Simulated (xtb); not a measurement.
Computed with GFN2-xTB run with xtb.

```
xtb start.xyz --ohess tight --gfn 2 --chrg 0 --uhf 0 --iterations 400

# start.xyz
3

Zn     0.000000     0.000000     0.000000
H      1.528799     0.062099     0.174694
H     -1.528799    -0.062099    -0.174694
```

Output:

```
[...]
 * total energy  :    -1.5597771 Eh     change        0.4440892E-15 Eh
   gradient norm :     0.0111657 Eh/α   predicted     0.0000000E+00 (-100.00%)
.............................. CYCLE    2 ..............................
 * total energy  :    -1.5602898 Eh     change       -0.5126319E-03 Eh
   gradient norm :     0.0050406 Eh/α   predicted    -0.3517055E-03 ( -31.39%)
.............................. CYCLE    3 ..............................
 * total energy  :    -1.5604062 Eh     change       -0.1163952E-03 Eh
   gradient norm :     0.0006237 Eh/α   predicted    -0.1301486E-03 (  11.82%)
.............................. CYCLE    4 ..............................
 * total energy  :    -1.5604073 Eh     change       -0.1130005E-05 Eh
   gradient norm :     0.0003551 Eh/α   predicted    -0.1768616E-05 (  56.51%)
.............................. CYCLE    5 ..............................
 * total energy  :    -1.5604078 Eh     change       -0.5516224E-06 Eh
   gradient norm :     0.0000021 Eh/α   predicted    -0.3652252E-06 ( -33.79%)
   *** GEOMETRY OPTIMIZATION CONVERGED AFTER 5 ITERATIONS ***
  Final Singlepoint                |
           -------------------------------------------------

          ...................................................
          :                      SETUP                      :
          :.................................................:
          :  # basis functions                   6          :
          :  # atomic orbitals                   6          :
          :  # shells                            4          :
          :  # electrons                         4          :
          :  max. iterations                   400          :
          :  Hamiltonian                  GFN2-xTB          :
          :  restarted?                      false          :
          :  GBSA solvation                  false          :
          :  PC potential                    false          :
          :  electronic temp.          300.0000000     K    :
          :  accuracy                    1.0000000          :
          :  -> integral cutoff          0.2500000E+02      :
          :  -> integral neglect         0.1000000E-07      :
          :  -> SCF convergence          0.1000000E-05 Eh   :
          :  -> wf. convergence          0.1000000E-03 e    :
          :  Broyden damping             0.4000000          :
          :  net charge                          0          :
          :  unpaired electrons                  0          :
          ...................................................

 iter      E             dE          RMSdq      gap      omega  full diag
   1     -1.5686759 -0.156868E+01  0.524E-10    7.58       0.0  T
   2     -1.5686759 -0.199840E-14  0.321E-10    7.58  100000.0  T
   3     -1.5686759  0.244249E-14  0.967E-11    7.58  100000.0  T

   *** convergence criteria satisfied after 3 iterations ***

         #    Occupation            Energy/Eh            Energy/eV
      -------------------------------------------------------------
         1        2.0000           -0.4971350             -13.5277
         2        2.0000           -0.4051238             -11.0240 (HOMO)
         3                         -0.1266643              -3.4467 (LUMO)
         4                         -0.1266643              -3.4467
         5                         -0.0762015              -2.0735
         6                          0.7330136              19.9463
      -------------------------------------------------------------
                  HL-Gap            0.2784595 Eh            7.5773 eV
             Fermi-level           -0.2658940 Eh           -7.2353 eV


         :::::::::::::::::::::::::::::::::::::::::::::::::::::
         ::                     SUMMARY                     ::
         :::::::::::::::::::::::::::::::::::::::::::::::::::::
         :: total energy              -1.560407846531 Eh    ::
         :: gradient norm              0.000002061213 Eh/a0 ::
         :: HOMO-LUMO gap              7.577269751513 eV    ::
         ::.................................................::
         :: SCC energy                -1.568675907162 Eh    ::
         :: -> isotropic ES            0.029389059605 Eh    ::
         :: -> anisotropic ES          0.004960758764 Eh    ::
         :: -> anisotropic XC          0.004058942807 Eh    ::
         :: -> dispersion             -0.000602689575 Eh    ::
         :: repulsion energy           0.008268060631 Eh    ::
         :: add. restraining           0.000000000000 Eh    ::
         :: total charge              -0.000000000000 e     ::
         :::::::::::::::::::::::::::::::::::::::::::::::::::::

           -------------------------------------------------
          |                Numerical Hessian                |
           -------------------------------------------------
step length          :   0.00500
SCC accuracy         :   0.30000
Hessian scale factor :   1.00000
frozen atoms in %    :   0.00000    0
RMS gradient         :   0.00000
estimated CPU  time      0.00 min
estimated wall time      0.00 min

writing file <hessian>.

 vibrational frequencies (cm⁻¹)
eigval :        0.00     0.00     0.00     0.00     0.00   404.71
eigval :      404.72  1687.14  1734.68
           -------------------------------------------------
          |                Property Printout                |
           -------------------------------------------------

    * Orbital Energies and Occupations

         #    Occupation            Energy/Eh            Energy/eV
      -------------------------------------------------------------
         1        2.0000           -0.4971350             -13.5277
         2        2.0000           -0.4051238             -11.0240 (HOMO)
         3                         -0.1266643              -3.4467 (LUMO)
         4                         -0.1266643              -3.4467
         5                         -0.0762015              -2.0735
         6                          0.7330136              19.9463
      -------------------------------------------------------------
                  HL-Gap            0.2784595 Eh            7.5773 eV
             Fermi-level           -0.2658940 Eh           -7.2353 eV

     #   Z          covCN         q      C6AA      α(0)
     1  30 Zn       1.776     0.228   122.520    21.622
     2   1 H        0.888    -0.114     6.101     3.866
     3   1 H        0.888    -0.114     6.101     3.866

 Mol. C6AA /au·bohr⁶  :        254.132374
 Mol. C8AA /au·bohr⁸  :      13139.824215
 Mol. α(0) /au        :         29.353818

Wiberg/Mayer (AO) data.
largest (>0.10) Wiberg bond orders for each atom

 ---------------------------------------------------------------------------
     #   Z sym  total        # sym  WBO       # sym  WBO       # sym  WBO
 ---------------------------------------------------------------------------
     1  30 Zn   1.660 --     2 H    0.830     3 H    0.830
     2   1 H    0.987 --     1 Zn   0.830     3 H    0.157
     3   1 H    0.987 --     1 Zn   0.830     2 H    0.157
 ---------------------------------------------------------------------------

Topologies differ in total number of bonds
Writing topology from bond orders to xtbtopo.mol

molecular dipole:
                 x           y           z       tot (Debye)
 q only:        0.000       0.000       0.000
   full:        0.000       0.000      -0.000       0.000
molecular quadrupole (traceless):
                xx          xy          yy          xz          yz          zz
 q only:       -1.791      -0.110       0.911      -0.309      -0.013       0.880
  q+dip:       -0.743      -0.046       0.378      -0.128      -0.005       0.365
   full:       -5.616      -0.345       2.857      -0.970      -0.039       2.760

           -------------------------------------------------
          |                Geometry Summary                 |
           -------------------------------------------------

      molecular mass/u    :       67.3936640
   center of mass at/Å    :        0.0000000       0.0000000      -0.0000000
  moments of inertia/u·Å² :       -0.4366088E-16   0.4531360E+01   0.4531360E+01
rotational constants/cm⁻¹ :       -0.3861039E+18   0.3720215E+01   0.3720215E+01

 * 2 selected distances

     #   Z          #   Z                                           value/Å
Molecule has the following symmetry elements: (i) (Cinf) (C2) 2*(sigma)
It seems to be the Dinfh point group
     1  30 Zn       2   1 H                                       1.4992767 (max)
     1  30 Zn       3   1 H                                       1.4992767

 * 1 distinct bonds (by element types)

   Z      Z             #   av. dist./Å        max./Å        min./Å
   1 H   30 Zn          2     1.4992767     1.4992767     1.4992767

           -------------------------------------------------
          |               Frequency Printout                |
           -------------------------------------------------
 vibrational frequencies (cm⁻¹)
eigval :        0.00     0.00     0.00     0.00     0.00   404.71
eigval :      404.72  1687.14  1734.68
 reduced masses (amu)
   1: 63.45   2: 63.45   3: 63.45   4:  1.01   5:  1.01   6:  2.93   7:  2.93   8:  2.93
   9:  1.01
 IR intensities (km·mol⁻¹)
   1:  0.00   2:  0.00   3:  0.00   4:  0.00   5:  0.00   6:229.99   7:229.94   8:904.07
   9:  0.00
 Raman intensities (Ä⁴*amu⁻¹)
   1:  0.00   2:  0.00   3:  0.00   4:  0.00   5:  0.00   6:  0.00   7:  0.00   8:  0.00
   9:  0.00
 output can be read by thermo (or use thermo option).
 writing <g98.out> molden fake output.
 recommended (thermochemical) frequency scaling factor: 1.0
           -------------------------------------------------
          |             Thermodynamic Functions             |
           -------------------------------------------------

din symmetry found (for desy threshold:  0.10E+00) used in thermo

          ...................................................
          :                      SETUP                      :
          :.................................................:
          :  # frequencies                           4      :
          :  # imaginary freq.                       0      :
          :  linear?                              true      :
          :  only rotor calc.                    false      :
          :  symmetry                              din      :
          :  rotational number                       2      :
          :  scaling factor                  1.0000000      :
          :  rotor cutoff                   50.0000000 cm⁻¹ :
          :  imag. cutoff                  -20.0000000 cm⁻¹ :
          :.................................................:

    mode    ω/cm⁻¹     T·S(HO)/kcal·mol⁻¹    T·S(FR)/kcal·mol⁻¹   T·S(vib)
   ------------------------------------------------------------------------
   ------------------------------------------------------------------------

   temp. (K)  partition function   enthalpy   heat capacity  entropy
                                   cal/mol     cal/K/mol   cal/K/mol   J/K/mol
 298.15  VIB   1.36                  385.092      2.990      1.901
         ROT   27.9                  592.502      1.987      8.599
         INT   37.8                  977.593      4.978     10.499
         TR   0.535E+27             1481.254      4.968     38.524
         TOT                        2458.8472     9.9458    49.0237   205.1153

       T/K    H(0)-H(T)+PV         H(T)/Eh          T*S/Eh         G(T)/Eh
   ------------------------------------------------------------------------
    298.15    0.391842E-02    0.135579E-01    0.232928E-01   -0.973485E-02
   ------------------------------------------------------------------------

         :::::::::::::::::::::::::::::::::::::::::::::::::::::
         ::                  THERMODYNAMIC                  ::
         :::::::::::::::::::::::::::::::::::::::::::::::::::::
         :: total free energy          -1.570142700382 Eh   ::
         ::.................................................::
         :: total energy               -1.560407846531 Eh   ::
         :: zero point energy           0.009639480372 Eh   ::
         :: G(RRHO) w/o ZPVE           -0.019374334223 Eh   ::
         :: G(RRHO) contrib.           -0.009734853851 Eh   ::
         :::::::::::::::::::::::::::::::::::::::::::::::::::::

optimized geometry written to: xtbopt.xyz

           -------------------------------------------------
          | TOTAL ENERGY               -1.560407846531 Eh   |
          | TOTAL ENTHALPY             -1.546849943694 Eh   |
          | TOTAL FREE ENERGY          -1.570142700382 Eh   |
          | GRADIENT NORM               0.000002061213 Eh/α |
          | HOMO-LUMO GAP               7.577269751532 eV   |
           -------------------------------------------------

------------------------------------------------------------------------
```

Cost: about 0.03 core-seconds (a rough figure).
